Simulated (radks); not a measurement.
Values are calculated unless marked as measured or tabulated.
Fractional charge and spin in the 4s shell of zinc: the spin-up occupation runs from 0 to 1 and the spin-down occupation from 0 to 1; the fullest corner is Zn, [Ar] 3d10 4s(up 1, down 1). Level of theory: non-relativistic Kohn-Sham, TPSS, spin-polarised, spherical densities, point nucleus; meta-GGA in the generalised Kohn-Sham scheme (a radial shooting solver on a logarithmic mesh with Libxc functionals). Energy (eV) above the fullest corner. The planes named below are the two flat planes that join the four corners, with an edge along up + down = one added electron.

| down \ up | 0 | 0.25 | 0.5 | 0.75 | 1 |
|---|---|---|---|---|---|
| 0 | 27.220 | 21.952 | 17.198 | 12.933 | 9.151 |
| 0.25 | 21.952 | 17.288 | 13.122 | 9.430 | 6.205 |
| 0.5 | 17.198 | 13.122 | 9.531 | 6.399 | 3.716 |
| 0.75 | 12.933 | 9.430 | 6.399 | 3.809 | 1.652 |
| 1 | 9.151 | 6.205 | 3.716 | 1.652 | 0.000 |

Corners above the fullest one (they belong to Zn+ and the next ion): (up 1, down 0) 9.151 eV, (up 0, down 1) 9.151 eV, (up 0, down 0) 27.220 eV. With half an added electron in each spin the energy lies 0.380 eV from the planes (fractional-spin error, the static-correlation error of a stretched bond), and with half an added electron in spin up alone -0.988 eV (fractional-charge error). For a frontier s shell over closed shells the exact functional lies on the planes.
